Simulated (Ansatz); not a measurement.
C4H9F3NNb (`CC(C)(C)[N]=[Nb]([F])([F])[F]`). The species carries charge 0 and has multiplicity 1. Nb: def2 effective core potential. All single points use the PBE0-D4/def2-TZVP geometry.

```xyz
18

C     0.423    1.428    0.909
C     0.455    0.179    0.031
C     1.354   -0.887    0.653
C     0.937    0.528   -1.375
N    -0.880   -0.348   -0.061
Nb   -2.486   -0.980   -0.172
F    -2.439   -2.710    0.547
F    -2.942   -0.988   -1.989
F    -3.588    0.163    0.823
H     1.426    1.852    0.997
H     0.060    1.186    1.909
H    -0.236    2.184    0.478
H     1.363   -1.789    0.039
H     1.000   -1.154    1.651
H     2.378   -0.514    0.737
H     1.951    0.932   -1.336
H     0.941   -0.359   -2.011
H     0.284    1.275   -1.830
```

Problem. What is the dipole moment at r2SCAN/def2-TZVPP? (An estimate is asked.)

Solution. Ansatz gave: 2.01 D, with components (1.86, 0.74, 0.13) D in this frame, pointing from negative to positive charge.

Problem. And with PBE, B3LYP, ωB97M-V? (Estimate.)

Solution. Ansatz gave: PBE 1.98 D, B3LYP 2.09 D, ωB97M-V 1.95 D.

Problem. Give the Mulliken charges with r2SCAN, ωB97M-V, PBE in def2-TZVPP. (An estimate is asked.)

Solution. Ansatz gave: 
| atom | r2SCAN | ωB97M-V | PBE |
| --- | --- | --- | --- |
| C1 | -0.18 | -0.30 | -0.26 |
| C2 | 0.31 | 0.04 | 0.25 |
| C3 | -0.18 | -0.30 | -0.26 |
| C4 | -0.18 | -0.30 | -0.26 |
| N5 | -0.64 | -0.57 | -0.55 |
| Nb6 | 1.60 | 1.58 | 1.42 |
| F7 | -0.40 | -0.40 | -0.36 |
| F8 | -0.40 | -0.40 | -0.36 |
| F9 | -0.40 | -0.40 | -0.36 |
| H10 | 0.05 | 0.11 | 0.07 |
| H11 | 0.05 | 0.12 | 0.09 |
| H12 | 0.05 | 0.12 | 0.09 |
| H13 | 0.05 | 0.12 | 0.09 |
| H14 | 0.05 | 0.12 | 0.09 |
| H15 | 0.05 | 0.11 | 0.07 |
| H16 | 0.05 | 0.11 | 0.07 |
| H17 | 0.05 | 0.12 | 0.09 |
| H18 | 0.05 | 0.12 | 0.09 |

B3LYP here is the variant with VWN-RPA as its local correlation; programs differ in this.
